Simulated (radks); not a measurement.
Question: Al V, 9 electrons, occupied as [He] 2s2 2p5 (the NIST ground configuration). Calculated with a radial shooting solver on a logarithmic mesh with Libxc functionals: scalar-relativistic Kohn-Sham, BLYP, spin-polarised, spherical densities, finite nucleus; open shells are filled with parallel spins first; Fermi nuclear charge, rms radius 3.061 fm. Some entries of the table are withheld. Estimate them.

orbital,occ.,eigenvalue (eV),<r> (bohr)
1s up,1,(1),0.1202
1s down,1,(2),0.1201
2s up,1,-177.5634,(3)
2s down,1,-174.5742,(4)
2p up,3,-140.2583,0.5637
2p down,2,-136.9996,0.5687

Answer: 
(1) 1s up eigenvalue (eV): -1592.519
(2) 1s down eigenvalue (eV): -1591.047
(3) 2s up <r> (bohr): 0.6025
(4) 2s down <r> (bohr): 0.6058
